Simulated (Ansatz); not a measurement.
BClH$_{3}$NO$_{2}$Si (`N[Si]1(O)OB1Cl`). Total charge 0; spin multiplicity 1. All single points use the PBE0-D4/def2-TZVP geometry. It is one conformer, not always the lowest.

```xyz
9

N    -1.293   -0.423   -0.732
Si    0.060   -0.100    0.226
O    -0.316   -0.418    1.781
O     0.821    1.443    0.175
B     1.721    0.565   -0.334
Cl    3.322    0.855   -0.929
H    -1.231   -0.437   -1.737
H    -2.236   -0.289   -0.404
H    -0.849   -1.196    1.954
```

(1) What is the dipole moment at r2SCAN/def2-TZVPP? (An estimate is asked.)

(2) And with PBE, B3LYP, ωB97M-V? (Best estimate.)

(3) Give the Mulliken charges with r2SCAN, PBE, B3LYP in def2-TZVPP. (An estimate is asked.)

Results:

(1) Ansatz gave: 4.07 D, with components (-3.34, -2.22, -0.69) D in this frame, pointing from negative to positive charge.

(2) The calculation gave: PBE 3.96 D, B3LYP 4.12 D, ωB97M-V 4.18 D.

(3) Ansatz gave: 
| atom | r2SCAN | PBE | B3LYP |
| --- | --- | --- | --- |
| N1 | -0.44 | -0.37 | -0.39 |
| Si2 | 0.62 | 0.47 | 0.52 |
| O3 | -0.40 | -0.34 | -0.38 |
| O4 | -0.29 | -0.21 | -0.29 |
| B5 | 0.10 | 0.07 | 0.18 |
| Cl6 | -0.13 | -0.11 | -0.13 |
| H7 | 0.17 | 0.16 | 0.15 |
| H8 | 0.16 | 0.15 | 0.14 |
| H9 | 0.20 | 0.19 | 0.19 |

B3LYP here is the variant with VWN-RPA as its local correlation; programs differ in this.
